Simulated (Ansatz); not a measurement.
`C=CBB(C)F` + `BO[SiH3]` → `CB(F)O[SiH3]` + `BBC=C`  (redistribution)

Calculated with Ansatz (gas phase, PBE0-D4/def2-TZVP geometries, no zero-point term in ΔE). CCSD(T)/CBS is the MP2 limit (def2-TZVPP, def2-QZVPP) plus CCSD(T) − MP2 in def2-TZVPP, frozen cores. DFT in def2-TZVPP. B3LYP here is the variant with VWN-RPA as its local correlation; programs differ in this. One conformer a species, not always the lowest.

Is it downhill or uphill in electronic energy at CCSD(T)/CBS, and by how much? (Estimate.)

Computed: Downhill: ΔE = -6.0 kcal/mol.

What do these levels give: B2PLYP, PBE, B3LYP, HF/def2-QZVPP, SCS-MP2/def2-QZVPP, CCSD/CBS(def2)? (Best estimate.)

The calculation gave: B2PLYP -5.8, PBE -6.0, B3LYP -6.0, HF/def2-QZVPP -7.4, SCS-MP2/def2-QZVPP -5.4, CCSD/CBS(def2) -6.4 kcal/mol.

Largest T1 diagnostic among the species: 0.013.

In def2-TZVPP, CCSD(T) changes the Hartree–Fock value by +1.5 kcal/mol (the triples alone add +0.4 kcal/mol) and MP2 by +1.8 kcal/mol.
